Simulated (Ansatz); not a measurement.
Input file for Ansatz (an electronic-structure program): U-CCSD(T)/cc-pV(T+d)Z on CH5AlO (SMILES C[O][AlH2]), a point of a bond scan (R = 1.414 Å). Files ending in .json are basis or fitting sets from the Basis Set Exchange.

Ansatz 0.2 input:
```yaml
crystal:
  periodic: [false, false, false]
  atoms:
    - {symbol: Al, position_ang: [-0.48447785, 0.89780616, 0.62601054]}
    - {symbol: H, position_ang: [-0.45585391, 1.18572037, 2.01007715]}
    - {symbol: H, position_ang: [-1.22107104, 1.77313262, -0.46313067]}
    - {symbol: O, position_ang: [0.33969018, -0.49209283, 0.13373798]}
    - {symbol: C, position_ang: [0.56151194, -1.13056905, -1.10068500]}
    - {symbol: H, position_ang: [0.08822596, -0.60052820, -1.93547360]}
    - {symbol: H, position_ang: [1.63509344, -1.19352194, -1.29911414]}
    - {symbol: H, position_ang: [0.16204404, -2.14811651, -1.07007472]}
basis:
  gaussian:
    orbitals: cc-pV_T+d_Z.json
correlation: {method: ccsd_t, electrons: outside_noble_gas}
scf: {omitted_lower_state_checks: [cluster_reference]}
magnetization: {spin_polarized: true, initial_magnetization: 0}
```

The head of its log:

```
WARN ansatz: RAYON_NUM_THREADS=1 ignored (pool sized by the plan → 1); use --threads N
Functional definition: HF
these checks for a lower state are left out or cut short: cluster_reference
integrals: 0.82 GiB planned
971 factors; integrals over basis functions are off by at most 1.7e-3 eV
mean field: 0.53 GiB planned
mean field evaluation 1: about -9729.0512 eV, gradient 2.5e1 eV
mean field evaluation 2: about -9729.0540 eV, gradient 2.5e1 eV
mean field evaluation 4: about -9731.7253 eV, gradient 2.2e0 eV
mean field evaluation 8: about -9731.7586 eV, gradient 1.0e-4 eV
mean field -9731.75860932 eV, -357.6355324697 hartree, gradient 1.3e-6 eV, S^2 0.000000; 0 other end points of the search recorded, 0 dependent functions left out
7 core orbitals not correlated
reference -9731.75860932 eV, -357.6355324697 hartree; 9, 9 occupied and 153, 153 virtual orbitals, 971 factors
```

Give the final energy of this run.

-358.1826 hartree (reference determinant -357.6355, T1 diagnostic 0.012).
